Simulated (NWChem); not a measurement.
Total energies of CCl

```
Cl
C 1 1.6758
```
Charge 0, spin multiplicity 2.

Program: NWChem. All single points use one geometry, from UPBE/def2-SVP, a minimum by its harmonic frequencies.

Basis set: cc-pVQZ (114 functions).

```csv
method,total energy (Ha),relative cost
UHF,-497.26554,1
UMP2,-497.58315,under 3
UB2PLYP,-498.02191,under 3
UPBE,-497.94011,under 3
UB3LYP,-498.19304,under 3
UTPSS,-498.20839,under 3
```

Total energies of different functionals aren't comparable as a measure of quality: only differences taken within one method are. Relative cost: rough, from shared machines, SCF included, UHF = 1.

The correlated methods keep 6 core orbitals frozen. B3LYP has NWChem's definition, with VWN1-RPA local correlation. This spin state was chosen for the runs; another may lie lower. The structure started from a generated list of species. The unpaired electrons of the parent sit in orbitals of symmetry b2 (C2v labels of the run); other states weren't searched. No SCF solution was tested for a lower state. Open-shell Hartree-Fock references start from PBE0 orbitals; any time given for them includes that run.
